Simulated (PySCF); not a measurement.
C₆H₇BO, SMILES Bc1ccc(O)cc1 at its GFN2-xTB optimised geometry (Å):

```
15

B      2.7433     0.0021     0.0000
C      1.2040     0.0021     0.0000
C      0.4669    -1.1911     0.0000
C     -0.9119    -1.1998     0.0001
C     -1.6154     0.0015     0.0001
O     -2.9706     0.0451     0.0002
C     -0.9134     1.2057     0.0000
C      0.4633     1.1955     0.0000
H      3.3306    -1.0100    -0.0010
H      3.3312     1.0135     0.0007
H      0.9961    -2.1330     0.0002
H     -1.4556    -2.1367     0.0002
H     -3.3312    -0.8503    -0.0001
H     -1.4725     2.1284    -0.0001
H      0.9932     2.1367    -0.0001
```

Method: CAM-B3LYP/def2-TZVP in PySCF 2.14.0.

Map of the HOMO−1 amplitude (bohr^(-3/2)) on the plane z = 0.6 Å; orbital energy -8.86 eV, overall sign arbitrary:

```
|4444444444444444444444444|
|4444444444444444444444444|
|4444444444444444444444444|
|4444444444444444444444444|
|4444444444444444444444444|
|4444444444444444444444444|
|4444444444444444444444444|
|4444444444333344444444444|
|4444444443222234444444444|
|4444444432000013444444444|
|4444444432011023444444444|
|4444444443333333444444444|
|4444444455444444444444444|
|4444444556666665544444444|
|4444445567988875554444444|
|4444445567998975554444444|
|4444445556777765554444444|
|4444444555555555544444444|
|4444444555555555444444444|
|4444444445555554444444444|
|4444444444444444444444444|
|4444444444444444444444444|
|4444444444444444444444444|
|4444444444444444444444444|
|4444444444444444444444444|
```
Scale: ten equal steps from -0.138 (start of '0') to 0.143 (end of '9'), in the order '0123456789'; x runs from -5.50 to 5.50, y from -5.50 (bottom) to 5.50 (top).
